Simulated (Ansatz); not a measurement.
Geometry optimisation, RKS PBE-D4/def2-SVP (Ansatz).

Input file:

```yaml
crystal:
  periodic: [false, false, false]
  atoms:
    - { symbol: Zr, position_ang: [0.0, 0.0, 0.0] }
    - { symbol: Cl, position_ang: [0.0, 0.0, 2.52] }
    - { symbol: F, position_ang: [1.8671, 0.0, -0.6593] }
    - { symbol: F, position_ang: [-0.9326, 1.6157, -0.6593] }
    - { symbol: F, position_ang: [-0.9326, -1.6157, -0.6593] }
basis:
  gaussian: { orbitals: def2-SVP }
hamiltonian:
  xc: pbe
  dispersion: d4
relax:
  f_tol: 0.02
  max_steps: 40
```

Run as:

```bash
$ ansatz run input.yaml --threads 2 --pin off --max-ram 3072MiB --backend cpu --events-out ev --progress --plain --runs-dir out
```

Question: Where does it end, and by what steps?

Answer: It converged. After 3 steps the energy has fallen by 0.427 eV; Cl2 moved furthest, 0.14 Å.

| step | energy less start (eV) | largest force component (eV/Å) | accepted |
| --- | --- | --- | --- |
| 0 | 0.0000 | 1.972 | yes |
| 1 | -0.3643 | 1.500 | yes |
| 2 | -0.4267 | 0.083 | yes |
| 3 | -0.4270 | 0.011 | yes |

```xyz
5
Properties=species:S:1:pos:R:3
Zr 0.000 0.000 0.026
Cl 0.000 0.000 2.380
F 1.790 0.000 -0.621
F -0.894 1.550 -0.621
F -0.894 -1.550 -0.621
```

Whether the end is a true minimum wasn't checked by a vibrational analysis.

Time of the run: 3.1 s on 2 threads of AMD EPYC 9R45 96-Core Processor (Zen 5) (shared host), peak memory 0.15 GiB.
